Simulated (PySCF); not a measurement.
The same groups moved round the core (silole hydroxy). Isolated molecules, 0 K electronic values unless said otherwise. One relaxed conformer stands for each flexible species; it need not be the lowest. Strings in code marks are SMILES.

The LUMO from two functionals at the same geometries (PBE0-D4/def2-TZVP), both in PySCF: PBE-D3(BJ)/def2-TZVP and PBE0-D4/def2-TZVP. 

```csv
species,PBE-D3(BJ)/def2-TZVP (eV)
`OC1=CC=C[SiH2]1` (H–O–C–Si torsion 0°),-2.12
`OC1=C[SiH2]C=C1` (H–O–C–C torsion 0°),-2.17
`C1=CC=C[SiH]1O` (H–O–Si–C torsion 54°),-2.67
```

**Question.** What does PBE0-D4/def2-TZVP give for each?

**Answer.** 
- `OC1=CC=C[SiH2]1` (H–O–C–Si torsion 0°): -1.26
- `OC1=C[SiH2]C=C1` (H–O–C–C torsion 0°): -1.28
- `C1=CC=C[SiH]1O` (H–O–Si–C torsion 54°): -1.77
Over these rows, drawn at random from the members with no instability flagged (it was tested for open shells, ions and some series alone), PBE minus PBE0-D4: mean -0.89 eV, from -0.90 eV to -0.87 eV.
